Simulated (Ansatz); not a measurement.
F$_{3}$HSn, SMILES `[F][SnH]([F])[F]`, relaxed with RKS PBE-D4/def2-SVP in Ansatz from a rough embedded geometry. The force threshold is 0.03 eV/Å; the program also tests the step.

Total charge 0; spin multiplicity 1. Sn takes the def2 core potential.

Start:

```xyz
5

F     0.384    0.508    1.845
Sn   -0.009    0.013   -0.009
F    -1.579   -1.157   -0.115
F     1.495   -0.852   -0.796
H    -0.291    1.488   -0.926
```

Q: How much energy does the relaxation release, and in how many steps? (Best estimate.)

A: Computed: 10.20 kJ/mol, in 2 steps.

Q: Which bonds change most? (An estimate is asked.)

A: Computed: Sn2–H5 from 1.759 to 1.711 Å; Sn2–F4 from 1.905 to 1.939 Å; Sn2–F3 from 1.961 to 1.940 Å; F1–Sn2 from 1.959 to 1.940 Å.

Q: Give the relaxed structure. (Estimate.)

A: The calculation gave: 
```xyz
5

F     0.372    0.425    1.810
Sn   -0.021    0.099   -0.061
F    -1.509   -1.146   -0.070
F     1.492   -0.909   -0.736
H    -0.335    1.531   -0.943
```
